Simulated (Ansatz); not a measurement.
Calculated with Ansatz (gas phase, PBE0-D4/def2-TZVP geometries, no zero-point term in ΔE). CCSD(T)/CBS adds triple-zeta CCSD(T) − MP2 to the extrapolated MP2 energy (def2 sets, frozen cores). This one scheme is used for every species. DFT in def2-TZVPP. def2 core potentials past Kr. For W outer-core shells are correlated without core-valence functions, which leaves a few kJ/mol of doubt a bond. Each species was taken in one conformer, which may not be the lowest.

Consider the ligand exchange at a W–O bond: `C[O][W](=[S])(=[S])[Cl]` + HCl → `[S]=[W](=[S])([Cl])[Cl]` + CH₃OH.

**Question.** Is it downhill or uphill in electronic energy at CCSD(T)/CBS, and by how much? (Estimate.)

**Answer.** Ansatz gave: Downhill: ΔE = -1.7 kcal/mol.

**Question.** What do these levels give: r2SCANh-D4, B2PLYP, r2SCANh, LC-ωPBE, CCSD(T)/def2-SVP, HF/def2-QZVPP? (Best estimate.)

**Answer.** Computed: r2SCANh-D4 -0.7, B2PLYP -1.6, r2SCANh -0.9, LC-ωPBE 1.0, CCSD(T)/def2-SVP 1.6, HF/def2-QZVPP 0.1 kcal/mol.

Largest T1 diagnostic among the species: 0.021, so the coupled-cluster value is less sure than usual.

From r2SCAN to r2SCAN0 (25 % exact exchange), in def2-TZVPP and without D4, ΔE moves by −0.9 kcal/mol. At CCSD(T), def2-SVP lies +3.3 kcal/mol from the extrapolated value and def2-TZVPP +1.3 kcal/mol. Leaving LDA and LC-ωPBE aside and taking each functional with its dispersion term where it has one, the values, not all of them listed here, spread over 4.2 kcal/mol, from PBE-QIDH to CAM-B3LYP-D4. LDA lies +1.6 kcal/mol from PBE without D4.
